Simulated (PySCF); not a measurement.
## Circular dichroism: `InChI=1S/C5H10F2Ge/c6-5-2-1-3-8(7)4-5/h5,8H,1-4H2/t5-,8+/m1/s1`

Molfile (atoms numbered from 1):
```
C5H10F2Ge
     RDKit          3D

 18 18  0  0  0  0  0  0  0  0999 V2000
   -0.8889    2.6926   -0.1065 F   0  0  0  0  0  0  0  0  0  0  0  0
   -0.3162    1.4484   -0.3416 C   0  0  2  0  0  0  0  0  0  0  0  0
   -1.3845    0.3807   -0.1178 C   0  0  0  0  0  0  0  0  0  0  0  0
   -1.0126   -0.9741   -0.7198 C   0  0  0  0  0  0  0  0  0  0  0  0
    0.0713   -1.7025    0.0744 C   0  0  0  0  0  0  0  0  0  0  0  0
    1.6449   -0.5152    0.3219 Ge  0  0  2  0  0  4  0  0  0  0  0  0
    2.3940   -0.9493    1.8613 F   0  0  0  0  0  0  0  0  0  0  0  0
    0.8975    1.3051    0.5592 C   0  0  0  0  0  0  0  0  0  0  0  0
   -0.0204    1.4679   -1.3997 H   0  0  0  0  0  0  0  0  0  0  0  0
   -2.3068    0.7393   -0.5805 H   0  0  0  0  0  0  0  0  0  0  0  0
   -1.5657    0.2756    0.9543 H   0  0  0  0  0  0  0  0  0  0  0  0
   -1.9075   -1.6008   -0.7523 H   0  0  0  0  0  0  0  0  0  0  0  0
   -0.6796   -0.8260   -1.7503 H   0  0  0  0  0  0  0  0  0  0  0  0
   -0.3044   -1.9534    1.0688 H   0  0  0  0  0  0  0  0  0  0  0  0
    0.3343   -2.6382   -0.4188 H   0  0  0  0  0  0  0  0  0  0  0  0
    2.8360   -0.6589   -0.6065 H   0  0  0  0  0  0  0  0  0  0  0  0
    0.5851    1.4182    1.5994 H   0  0  0  0  0  0  0  0  0  0  0  0
    1.6149    2.0969    0.3431 H   0  0  0  0  0  0  0  0  0  0  0  0
  1  2  1  0
  2  3  1  0
  3  4  1  0
  4  5  1  0
  5  6  1  0
  6  7  1  0
  6  8  1  0
  8  2  1  0
  2  9  1  6
  3 10  1  0
  3 11  1  0
  4 12  1  0
  4 13  1  0
  5 14  1  0
  5 15  1  0
  6 16  1  6
  8 17  1  0
  8 18  1  0
M  END
```

Method: TDDFT CAM-B3LYP/def2-SVPD circular dichroism and optical rotation, one conformer, gas phase (PySCF 2.14.0). Geometry: GFN2-xTB.

The calculation is non-relativistic, which matters for the atoms heavier than Zn.

(1) What are the CIP labels of the stereocentres?

(2) Which excitations and rotatory strengths does the calculation give?

Answers

(1) C2 R, Ge6 S.

(2) Rotatory strengths R in 10⁻⁴⁰ esu² cm², velocity form and length form (origin at the centre of mass); f in length form.
```tsv
state	E (eV)	λ (nm)	f	R (velocity)	R (length)	main
1	7.07	175	0.003	+1.3	+1.7	HOMO→LUMO 0.89
2	7.70	161	0.001	-1.6	-2.3	HOMO−1→LUMO 0.81
3	8.04	154	0.010	+23.2	+23.1	HOMO→LUMO+1 0.72, HOMO→LUMO+2 0.14
4	8.38	148	0.041	+18.4	+17.3	HOMO→LUMO+2 0.74, HOMO→LUMO+1 0.13
5	8.58	145	0.082	-25.5	-26.2	HOMO→LUMO+3 0.81
6	8.70	143	0.025	-41.0	-39.9	HOMO−1→LUMO+2 0.36, HOMO−1→LUMO+1 0.20
7	8.81	141	0.011	+30.8	+31.4	HOMO−2→LUMO 0.66, HOMO−1→LUMO+2 0.08
8	8.87	140	0.070	+43.5	+44.4	HOMO−1→LUMO+1 0.28, HOMO→LUMO+5 0.17
9	8.92	139	0.065	-85.3	-83.5	HOMO→LUMO+5 0.54, HOMO−1→LUMO+2 0.15
10	9.00	138	0.066	-19.3	-18.7	HOMO−3→LUMO 0.57, HOMO−1→LUMO+1 0.11
11	9.01	138	0.006	-8.3	-8.5	HOMO→LUMO+4 0.62
12	9.13	136	0.024	-26.7	-25.6	HOMO−4→LUMO 0.45, HOMO−5→LUMO 0.29
13	9.20	135	0.025	+33.7	+31.8	HOMO−5→LUMO 0.44, HOMO−4→LUMO 0.21
14	9.29	133	0.092	-16.7	-16.3	HOMO−1→LUMO+3 0.21, HOMO−1→LUMO+5 0.13
15	9.32	133	0.010	-6.5	-6.8	HOMO−1→LUMO+3 0.30, HOMO−2→LUMO+2 0.09
16	9.34	133	0.035	+57.7	+57.5	HOMO−1→LUMO+5 0.32, HOMO→LUMO+6 0.08
```

Among the states computed, the strongest CD band (largest |R|) is state 9. The largest dissymmetry factor in size, g = 4R/(D+G), with D and G the electric and magnetic dipole strengths, is +0.04 for state 7 (velocity form, f = 0.010), among bands with |R| over 0.5. The mirror image has the same energies and oscillator strengths and all R with the opposite sign.
